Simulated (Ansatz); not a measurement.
Reaction (cleavage of the Si–Si bond): `N[SiH2][SiH2][SeH]` + H₂Se → `[SeH][SiH2][SeH]` + `N[SiH3]`

Program: Ansatz. Geometries: PBE0-D4/def2-TZVP. ΔE: electronic, gas phase. CBS: MP2 limit from def2 TZ/QZ plus the TZ coupled-cluster correction, frozen cores. This one scheme is used for every species. Functionals use def2-TZVPP. For Se outer-core shells are correlated without core-valence functions, which leaves a few kJ/mol of doubt a bond. Scalar relativity is left out up to krypton. One conformer a species, not always the lowest.

`N[SiH2][SiH2][SeH]`:

Cartesian coordinates in Å:
```
N -0.818 -1.200 1.130
Si 0.601 -0.975 0.188
Si 0.687 1.321 -0.243
Se -1.405 1.946 -0.961
H -1.041 -2.096 1.530
H -1.649 -0.689 0.874
H 0.635 -1.678 -1.135
H 1.776 -1.463 0.959
H 1.722 1.701 -1.242
H 0.883 2.133 0.986
H -1.391 1.000 -2.086
```

H₂Se:

Z-matrix (Å, degrees):
```
Se
H 1 1.467
H 1 1.467 2 91.2
```

`[SeH][SiH2][SeH]`:

```xyz
7

Se    0.355    0.157   -1.952
Si    0.602    0.016    0.304
Se   -1.351   -0.183    1.450
H    -0.406   -1.098   -2.023
H     1.371   -1.183    0.717
H     1.342    1.253    0.650
H    -1.912    1.037    0.855
```

`N[SiH3]`:

Cartesian coordinates in Å:
```
N 0.226 0.705 0.768
Si -0.203 -0.486 -0.397
H -0.139 1.640 0.682
H 1.161 0.722 1.142
H -1.679 -0.455 -0.559
H 0.397 -0.317 -1.755
H 0.237 -1.808 0.119
```

| level | ΔE (kcal/mol) |
| --- | --- |
| PBE0-D4 | -13.1 |
| ωB97X-V | -14.1 |
| PBE | -12.9 |
| r2SCAN | -14.5 |
| MP2/def2-TZVPP | -16.8 |
| HF/def2-QZVPP | -17.5 |
| HF/CBS(def2) | -17.5 |
| CCSD/CBS(def2) | -15.4 |

Task: What does CCSD(T)/CBS give? (Best estimate.)

Result: The calculation gave: -15.2 kcal/mol. The listed levels differ from it by 2.1, 1.1, 2.3, 0.7, -1.6, -2.3, -2.3, -0.2 kcal/mol.

Largest T1 diagnostic among the species: 0.010.

The D4 term adds +1.1 kcal/mol with B3LYP and +0.7 kcal/mol with PBE0; it sums over pairs of atoms, weighted by their polarisabilities, and B3LYP, whose exchange is more repulsive, gets the larger term. From PBE to PBE0 (25 % exact exchange), in def2-TZVPP and without D4, ΔE moves by −0.9 kcal/mol.

B3LYP here is the variant with VWN-RPA as its local correlation; programs differ in this.
